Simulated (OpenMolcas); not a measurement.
# 3s2 3p2 along the 14-electron sequence

```yaml
Program: OpenMolcas
Method: CASSCF
Basis: ANO-R3
Scalar_Hamiltonian: X2C, finite nucleus
Spin-orbit_coupling: state interaction with AMFI integrals over the reference wave functions, term energies averaged over their components
```

Active space for each ion: 4 electrons in 4 orbitals (3s 3p).

Computed levels in cm-1 above 3P0:

```
                               Level     Si     P+    S2+   Cl3+   Ar4+
                                 3P1   66.0    145    268    446    700
                                 3P2    193    417    754   1230   1880
                                 1D2   8880  11681  14288  16837  19450
                                 1S0  15662  20861  25859  30738  35678
weight of 3P in the lowest level (%)    100    100    100    100    100
```

Measured, with the error of the calculation in %. Measured levels: Si, P+ from NIST Handbook of Basic Atomic Spectroscopic Data; S2+ from NIST levels in Podobedova, Kelleher and Wiese, J. Phys. Chem. Ref. Data 38, 171 (2009); Cl3+ from Moore, Atomic Energy Levels, vol. I, NSRDS-NBS 35 (1971 reprint of NBS Circular 467, 1949); Ar4+ from Saloman, J. Phys. Chem. Ref. Data 39, 033101 (2010).

```json
{"Level": "3P1", "Si": "77.1 (-14.4)", "P+": "165 (-11.9)", "S2+": "299 (-10.3)", "Cl3+": "491 (-9.1)", "Ar4+": "763 (-8.3)"}
{"Level": "3P2", "Si": "223 (-13.6)", "P+": "469 (-11.1)", "S2+": "833 (-9.4)", "Cl3+": "1341 (-8.3)", "Ar4+": "2029 (-7.3)"}
{"Level": "1D2", "Si": "6299 (+41.0)", "P+": "8882 (+31.5)", "S2+": "11323 (+26.2)", "Cl3+": "13766 (+22.3)", "Ar4+": "16299 (+19.3)"}
{"Level": "1S0", "Si": "15394 (+1.7)", "P+": "21576 (-3.3)", "S2+": "27161 (-4.8)", "Cl3+": "32550 (-5.6)", "Ar4+": "37912 (-5.9)"}
```

The fine-structure level 3P2 changes by a factor of 9.74 from Si to Ar4+. Its fourth root runs 3.73, 4.52, 5.24, 5.92, 6.58, with steps per unit of Z of 0.79, 0.72, 0.68, 0.66; equal steps would mean a (Z - σ)^4 law with constant σ.

1D2 changes by a factor of 2.19 over the same range, with steps per unit of Z of +2800, +2610, +2550, +2610 cm-1.

Without dynamic correlation excited terms often stand tens of per cent too high (terms of higher spin than the ground term too low), and those without a measured partner can miss by more than the paired ones (holds for Si; P+). Measured partners are found by configuration, term and J. A level has none where our copy of the source lacks it or the pairing is in doubt (some pairs that miss far off the trend of their configuration count as doubtful), and it then counts in no deviation. Levels of configurations outside the active space are missing.
